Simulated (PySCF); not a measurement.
# Reading a saddle point

A first-order saddle point of BH5SeS, singlet, PBE0-D4/def2-TZVP, with one imaginary mode of 844i cm⁻¹:

B1  (-0.624, -0.502, -0.180)
S2  (0.972, -0.166, -1.274)
H3  (-0.578, -1.615, 0.251)
H4  (-1.630, -0.126, -0.705)
H5  (0.982, 0.747, 0.176)
Se6  (-0.183, 0.867, 1.431)
H7  (0.511, 0.889, -1.965)
H8  (0.550, -0.094, 2.266)
(Å)

Computed with PySCF 2.14 with density fitting (its default auxiliary sets; JK sets also for MP2 and CCSD(T)) (basis: def2-TZVPP and def2-QZVPP); correlated methods freeze the cores. Filled d shells of the heavier atoms are correlated. The def2 sets are not built for correlating such inner shells, so the correlated values are less sure here. Extrapolation: Hartree–Fock as exp(−7.88 √X), correlation as X^−2.97.

(1) Which contacts change along the imaginary mode, and what lies on either side? (Judge from chemistry; the calculation decides.)

(2) Which side is lower, and how far does the saddle lie above each? (To be estimated.)

The T1 diagnostic stays at or below 0.011.

## Answers

(1) Computed: The step is BH₃S ([BH2][SH]) + H₂Se → BH₃Se ([BH2][SeH]) + H₂S (still joined by a long B–S bond), with the molecules in contact on both sides. Shortening one way: B1–Se6, S2–H5; lengthening the same way: B1–S2, H5–Se6.
```json
{"pair": "B1–Se6", "one side (Å)": "2.29", "saddle (Å)": "2.16", "other side (Å)": "2.01"}
{"pair": "S2–H5", "one side (Å)": "3.45", "saddle (Å)": "1.71", "other side (Å)": "1.35"}
{"pair": "B1–S2", "one side (Å)": "1.84", "saddle (Å)": "1.96", "other side (Å)": "2.03"}
{"pair": "H5–Se6", "one side (Å)": "1.47", "saddle (Å)": "1.72", "other side (Å)": "3.37"}
```

(2) The calculation gives: The side with B1–Se6, S2–H5 short is lower by 5.8 kJ/mol; the saddle lies 64.2 kJ/mol above it and 58.4 kJ/mol above the other (CCSD(T) at an estimated basis limit (MP2 extrapolated from triple and quadruple zeta, plus CCSD(T) − MP2 in triple zeta); electronic energies).

Labels in which every atom is bracketed show which atoms are joined, not bond orders.

For scale, one of the runs: CCSD(T)/def2-TZVPP, 191 basis functions, launched by `OMP_NUM_THREADS=4 python run.py`. The run took 6.5 min on 4 CPU threads of an Arm Neoverse V2 (shared host), with 2.4 GiB of host memory at its peak.
